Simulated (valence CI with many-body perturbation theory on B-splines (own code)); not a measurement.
## E1 transitions of Ag40+

Calculated by valence CI with perturbative core correlation (CI+MBPT): five valence electrons over a frozen Dirac-Fock core [He], radial functions for each j: 9 s, 9 p, 8 d, 6 f, 3 g, 1 h, with the one-electron correlation potential Σ1, the two-electron term Σ2, the three-electron term Σ3, Breit, model QED; selected CI, second order for the rest (own B-spline code, finite nucleus).

No measured spectrum was set against this ion. As an estimate, large intervals hold to a few tenths of a per cent, small ones and those within an open d or f shell to about a per cent. Among the levels kept, up to 1700 cm⁻¹ of a level comes from second order outside the variational space, and about a tenth of that is noise between levels of different J, which matters for small intervals.

Lines 101 to 150 of 237 in falling wavelength, among levels below 31579 × 10³ cm⁻¹, chosen from the strongest by gf and those to the six lowest levels. Wavelengths and rates use the calculated energies. Electric multipoles are in the length gauge, E1 and E2 with the static RPA response of the core. Weak lines are less certain than strong ones. Lines between different terms over intervals too small for the method are left out, as are lines whose strength nearly cancels. The highest levels of a list are the least certain.

Levels are named by their leading jj configuration (3d3/2^4 stands for four electrons in 3d with j = 3/2), which in mixed levels can hold well under half, so a name can repeat and another be missing. Letters in brackets count levels of one name in rising energy.

| λ vac (nm) | Upper | Lower | A (s⁻¹) | S (a.u.) with core polarisation | S without |
| --- | --- | --- | --- | --- | --- |
| 2.923 | (2s 2p1/2 2p3/2^3) J=1/2 | (2s^2 2p1/2 2p3/2^2) J=3/2 | 5.32e+11 | 1.31e-02 | 1.31e-02 |
| 2.844 | (2s 2p1/2 2p3/2^3) J=3/2 [b] | (2s^2 2p1/2 2p3/2^2) J=3/2 | 7.03e+09 | 3.19e-04 | 3.20e-04 |
| 2.722 | (2p1/2^2 2p3/2^3) J=3/2 | (2s 2p1/2^2 2p3/2^2) J=5/2 | 1.50e+11 | 5.98e-03 | 5.99e-03 |
| 2.312 | (2s 2p1/2 2p3/2^3) J=3/2 [a] | (2s^2 2p1/2^2 2p3/2) J=3/2 | 1.41e+10 | 3.44e-04 | 3.45e-04 |
| 2.093 | (2s 2p1/2 2p3/2^3) J=1/2 | (2s^2 2p1/2^2 2p3/2) J=3/2 | 2.40e+10 | 2.17e-04 | 2.17e-04 |
| 2.051 | (2s 2p1/2 2p3/2^3) J=3/2 [b] | (2s^2 2p1/2^2 2p3/2) J=3/2 | 1.95e+10 | 3.32e-04 | 3.32e-04 |
| 2.031 | (2s 2p3/2^4) J=1/2 | (2s^2 2p1/2 2p3/2^2) J=3/2 | 3.78e+10 | 3.12e-04 | 3.13e-04 |
| 0.3923 | (2s^2 2p1/2^2 3p3/2) J=3/2 | (2s 2p1/2^2 2p3/2^2) J=5/2 | 1.10e+11 | 1.31e-05 | 1.30e-05 |
| 0.3750 | (2s^2 2p1/2 2p3/2 3p1/2) J=3/2 [b] | (2s 2p1/2^2 2p3/2^2) J=5/2 | 2.89e+11 | 3.01e-05 | 3.01e-05 |
| 0.3729 | (2s^2 2p1/2 2p3/2 3p3/2) J=5/2 [a] | (2s 2p1/2^2 2p3/2^2) J=5/2 | 4.33e+11 | 6.65e-05 | 6.63e-05 |
| 0.3718 | (2s 2p1/2^2 2p3/2 3s) J=3/2 [a] | (2s 2p1/2^2 2p3/2^2) J=1/2 | 7.98e+12 | 8.10e-04 | 8.08e-04 |
| 0.3705 | (2s^2 2p1/2 2p3/2 3p3/2) J=3/2 [b] | (2s 2p1/2^2 2p3/2^2) J=5/2 | 2.14e+12 | 2.15e-04 | 2.15e-04 |
| 0.3699 | (2s^2 2p1/2^2 3d3/2) J=3/2 | (2s^2 2p1/2 2p3/2^2) J=1/2 | 1.64e+11 | 1.64e-05 | 1.64e-05 |
| 0.3696 | (2s^2 2p1/2 2p3/2 3p3/2) J=5/2 [b] | (2s 2p1/2^2 2p3/2^2) J=5/2 | 1.42e+12 | 2.13e-04 | 2.12e-04 |
| 0.3694 | (2s^2 2p1/2 2p3/2 3d3/2) J=3/2 [a] | (2s^2 2p3/2^3) J=3/2 | 1.99e+11 | 1.98e-05 | 1.98e-05 |
| 0.3691 | (2s^2 2p1/2 2p3/2 3d3/2) J=1/2 [a] | (2s^2 2p3/2^3) J=3/2 | 2.36e+11 | 1.17e-05 | 1.17e-05 |
| 0.3689 | (2s^2 2p1/2 2p3/2 3s) J=1/2 | (2s^2 2p1/2 2p3/2^2) J=1/2 | 9.71e+12 | 4.81e-04 | 4.80e-04 |
| 0.3689 | (2s^2 2p3/2^2 3p3/2) J=3/2 [a] | (2s 2p1/2 2p3/2^3) J=3/2 [a] | 1.20e+13 | 1.19e-03 | 1.18e-03 |
| 0.3681 | (2s 2p1/2 2p3/2^2 3s) J=3/2 | (2s 2p1/2 2p3/2^3) J=3/2 [a] | 1.13e+13 | 1.12e-03 | 1.11e-03 |
| 0.3676 | (2s 2p1/2^2 2p3/2 3s) J=1/2 | (2s 2p1/2^2 2p3/2^2) J=3/2 | 1.93e+13 | 9.47e-04 | 9.44e-04 |
| 0.3676 | (2s 2p1/2^2 2p3/2 3s) J=5/2 | (2s 2p1/2^2 2p3/2^2) J=5/2 | 8.56e+12 | 1.26e-03 | 1.26e-03 |
| 0.3675 | (2s^2 2p1/2 2p3/2 3s) J=3/2 [b] | (2s^2 2p1/2 2p3/2^2) J=1/2 | 9.87e+12 | 9.67e-04 | 9.65e-04 |
| 0.3673 | (2s 2p1/2^2 2p3/2 3s) J=3/2 [b] | (2s 2p1/2^2 2p3/2^2) J=3/2 | 1.25e+13 | 1.22e-03 | 1.22e-03 |
| 0.3671 | (2s^2 2p1/2^2 3d3/2) J=3/2 | (2s^2 2p1/2 2p3/2^2) J=5/2 | 2.35e+11 | 2.29e-05 | 2.28e-05 |
| 0.3671 | (2s^2 2p1/2 2p3/2 3d5/2) J=3/2 [a] | (2s^2 2p3/2^3) J=3/2 | 2.35e+11 | 2.30e-05 | 2.29e-05 |
| 0.3668 | (2s^2 2p1/2 2p3/2 3s) J=3/2 [a] | (2s^2 2p1/2 2p3/2^2) J=5/2 | 2.43e+12 | 2.37e-04 | 2.36e-04 |
| 0.3666 | (2s^2 2p3/2^2 3s) J=5/2 | (2s^2 2p3/2^3) J=3/2 | 3.98e+12 | 5.81e-04 | 5.79e-04 |
| 0.3663 | (2s^2 2p1/2 2p3/2 3d3/2) J=3/2 [b] | (2s^2 2p3/2^3) J=3/2 | 2.21e+12 | 2.14e-04 | 2.13e-04 |
| 0.3657 | (2s^2 2p3/2^2 3s) J=3/2 | (2s^2 2p3/2^3) J=3/2 | 2.69e+13 | 2.60e-03 | 2.59e-03 |
| 0.3657 | (2s 2p1/2^2 2p3/2 3s) J=3/2 [a] | (2s 2p1/2^2 2p3/2^2) J=5/2 | 2.00e+13 | 1.93e-03 | 1.93e-03 |
| 0.3655 | (2s^2 2p1/2 2p3/2 3s) J=5/2 | (2s^2 2p1/2 2p3/2^2) J=5/2 | 8.84e+12 | 1.28e-03 | 1.27e-03 |
| 0.3654 | (2s^2 2p1/2^2 3s) J=1/2 | (2s^2 2p1/2^2 2p3/2) J=3/2 | 2.58e+13 | 1.24e-03 | 1.24e-03 |
| 0.3652 | (2s^2 2p1/2^2 3d3/2) J=3/2 | (2s^2 2p1/2 2p3/2^2) J=3/2 | 4.85e+11 | 4.67e-05 | 4.64e-05 |
| 0.3649 | (2s^2 2p1/2 2p3/2 3s) J=3/2 [a] | (2s^2 2p1/2 2p3/2^2) J=3/2 | 1.04e+13 | 1.00e-03 | 9.98e-04 |
| 0.3648 | (2s^2 2p1/2 2p3/2 3d5/2) J=5/2 [b] | (2s^2 2p3/2^3) J=3/2 | 1.03e+12 | 1.49e-04 | 1.49e-04 |
| 0.3648 | (2s^2 2p1/2 2p3/2 3s) J=3/2 [b] | (2s^2 2p1/2 2p3/2^2) J=5/2 | 1.97e+13 | 1.89e-03 | 1.89e-03 |
| 0.3648 | (2s 2p1/2^2 2p3/2 3p1/2) J=3/2 [a] | (2s^2 2p3/2^3) J=3/2 | 4.19e+11 | 4.02e-05 | 4.01e-05 |
| 0.3645 | (2s^2 2p1/2^2 3d5/2) J=5/2 | (2s^2 2p1/2 2p3/2^2) J=5/2 | 3.47e+12 | 4.97e-04 | 4.97e-04 |
| 0.3644 | (2s^2 2p1/2 2p3/2 3d5/2) J=3/2 [b] | (2s^2 2p3/2^3) J=3/2 | 1.42e+12 | 1.36e-04 | 1.36e-04 |
| 0.3643 | (2s^2 2p1/2 2p3/2 3s) J=1/2 | (2s^2 2p1/2 2p3/2^2) J=3/2 | 2.40e+13 | 1.15e-03 | 1.14e-03 |
| 0.3636 | (2s^2 2p1/2 2p3/2 3s) J=5/2 | (2s^2 2p1/2 2p3/2^2) J=3/2 | 4.50e+11 | 6.41e-05 | 6.39e-05 |
| 0.3629 | (2s^2 2p1/2 2p3/2 3s) J=3/2 [b] | (2s^2 2p1/2 2p3/2^2) J=3/2 | 4.25e+12 | 4.01e-04 | 4.00e-04 |
| 0.3626 | (2s^2 2p1/2^2 3d5/2) J=5/2 | (2s^2 2p1/2 2p3/2^2) J=3/2 | 5.62e+11 | 7.93e-05 | 7.92e-05 |
| 0.3624 | (2s^2 2p3/2^2 3s) J=1/2 | (2s^2 2p3/2^3) J=3/2 | 1.52e+13 | 7.12e-04 | 7.11e-04 |
| 0.3612 | (2s 2p1/2^2 2p3/2 3s) J=3/2 [b] | (2s 2p1/2^2 2p3/2^2) J=5/2 | 3.38e+12 | 3.15e-04 | 3.14e-04 |
| 0.3527 | (2s 2p1/2^2 2p3/2 3p3/2) J=3/2 [b] | (2s^2 2p3/2^3) J=3/2 | 1.64e+11 | 1.42e-05 | 1.42e-05 |
| 0.3524 | (2s 2p1/2^2 2p3/2 3p3/2) J=1/2 [b] | (2s^2 2p3/2^3) J=3/2 | 3.15e+11 | 1.36e-05 | 1.36e-05 |
| 0.3517 | (2s^2 2p1/2 2p3/2 3d3/2) J=3/2 [a] | (2s^2 2p1/2 2p3/2^2) J=1/2 | 6.91e+12 | 5.93e-04 | 5.93e-04 |
| 0.3514 | (2s^2 2p1/2 2p3/2 3d3/2) J=1/2 [a] | (2s^2 2p1/2 2p3/2^2) J=1/2 | 8.96e+12 | 3.84e-04 | 3.84e-04 |
| 0.3505 | (2s 2p1/2 2p3/2^2 3s) J=5/2 | (2s 2p1/2^2 2p3/2^2) J=5/2 | 2.50e+13 | 3.19e-03 | 3.18e-03 |
